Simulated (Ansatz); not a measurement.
Frontier orbitals of `C=CBBr`.

Z-matrix (Å, degrees):
```
C
C 1 1.338
H 1 1.086 2 122.6
H 1 1.086 2 120.9 3 -180.0
B 2 1.528 1 119.8 3 -180.0
H 2 1.088 1 118.8 3 -0.0
Br 5 1.910 2 120.8 1 180.0
H 5 1.192 2 122.5 1 -0.0
```

The species carries charge 0 and has multiplicity 1. Correlated methods include outer-core shells of Br, which these sets cover unevenly. Scalar relativity is left out up to krypton. The geometry is a stationary point of PBE0-D4/def2-TZVP. It is one conformer, not always the lowest. Basis def2-TZVPP, the Gaussian-basis code of Ansatz.

Orbital energies of one run (eV). Highest occupied ones, from the top: -6.89, -7.45, -8.35, -8.58, -8.80, -10.36, -11.36, -12.61, -14.70, -19.26, -19.83, -67.85, -67.86, -67.94. Empty: -3.38, -0.49, 0.45, 0.92, 1.12, 1.58.

Task: Which functional gave them?
A. LDA (SPW92)
B. LC-ωPBE
C. PBE0
D. BHLYP

Result: A. HOMO energies: LDA (SPW92) -6.89, BHLYP -9.17, PBE0 -8.03, LC-ωPBE -10.76 eV.

LC-ωPBE has ω = 0.4 bohr⁻¹.
